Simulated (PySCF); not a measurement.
C₄H₄F₂, SMILES C(/F)=C/C=C\F. Atoms are numbered in the order given.

```xyz
10

F      0.5083    -2.4568     0.0000
C     -0.6120    -1.7384     0.0000
C     -0.6022    -0.4017     0.0000
C      0.6022     0.4017     0.0000
C      0.6120     1.7384     0.0000
F     -0.5083     2.4568     0.0000
H     -1.5134    -2.3564     0.0000
H     -1.5704     0.1032     0.0000
H      1.5704    -0.1032     0.0000
H      1.5134     2.3564     0.0000
```
Charge 0, spin multiplicity 1.

Geometry optimised at PBE0-D3(BJ)/def2-SVP. Other conformers were not sampled.

Calculation: r2SCAN/def2-TZVP (PySCF).

Symmetry labels are those of the subgroup C2h that the program uses (full group C2h).

Computed valence orbital energies around the gap with their symmetry:
```csv
orbital,symmetry,energy (eV)
HOMO−7,Ag,-12.06
HOMO−6,Au,-11.91
HOMO−5,Bg,-11.78
HOMO−4,Ag,-9.88
HOMO−3,Bu,-9.57
HOMO−2,Ag,-9.17
HOMO−1,Au,-8.11
HOMO,Bg,-5.74
LUMO,Au,-1.60
LUMO+1,Bg,1.22
LUMO+2,Bu,1.78
LUMO+3,Ag,1.83
```
